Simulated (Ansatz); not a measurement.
H$_{4}$O$_{2}$SiZn, SMILES `O[SiH2][O][ZnH]`. The species carries charge 0 and has multiplicity 1. For Zn the d shell is correlated and the shells below it are frozen. Scalar relativity is left out up to krypton.

Cartesian coordinates in Å:
```
O 0.8319 0.8034 -0.7232
Si 0.7532 -0.6271 0.1126
O -0.7581 -0.7277 0.6567
Zn -2.0663 0.4601 0.4051
H 1.6594 1.0567 -1.1335
H 1.7359 -0.6089 1.2318
H 1.0817 -1.7590 -0.7981
H -3.2378 1.4025 0.2486
```

Task: Give the diagnostics of a CCSD(T)/def2-TZVPP run (frozen core, Ansatz). (Best estimate.)

Result: The calculation gave: T1 = 0.0153, largest single amplitude 0.026, largest double 0.030, (T) share of the correlation energy 3.2 %, 10 CCSD cycles. The RHF solution is stable towards an unrestricted one. T1 lies under the customary mark of 0.02 for closed shells.
